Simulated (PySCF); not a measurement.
Excitations are Tamm–Dancoff values on a coarser integration grid. The basis has no diffuse functions, so Rydberg states are missing or too high.

**C₂H₈Si, SMILES `C([SiH3])C` (charge 0, multiplicity 1)**

These are r2SCAN-D4/def2-TZVP (PySCF) values and carry that method's errors.

The HOMO is -7.52 eV and the dipole moment is 0.94 D. The LUMO is 0.46 eV and the HOMO–LUMO gap comes out as 7.98 eV. The S1 excitation (TDA) is 8.15 eV. The S1 oscillator strength is 0.067. The brightest of the four lowest singlets (TDA) is 8.15 eV. The T1 excitation (TDA) is 7.45 eV. The S1–T1 gap (TDA) is 0.70 eV. The total energy comes out as -370.4702 Ha and the cost is roughly 9 core-minutes.

Bonded distances (Å): C1–C2 1.532, C1–H4 1.093, C1–H5 1.093, C1–H6 1.093, C2–Si3 1.877, C2–H7 1.096, C2–H8 1.096, Si3–H9 1.487, Si3–H10 1.488, Si3–H11 1.488. Angles (°): C2–C1–H4 111.6, C2–C1–H5 111.3, C2–C1–H6 111.3, H4–C1–H5 107.5, H4–C1–H6 107.5, H5–C1–H6 107.4, C1–C2–Si3 113.2, C1–C2–H7 110.3, C1–C2–H8 110.3, Si3–C2–H7 108.4, Si3–C2–H8 108.4, H7–C2–H8 106.0, C2–Si3–H9 111.3, C2–Si3–H10 110.3, C2–Si3–H11 110.3, H9–Si3–H10 108.5, H9–Si3–H11 108.5, H10–Si3–H11 108.0.
Charge 0, spin multiplicity 1.
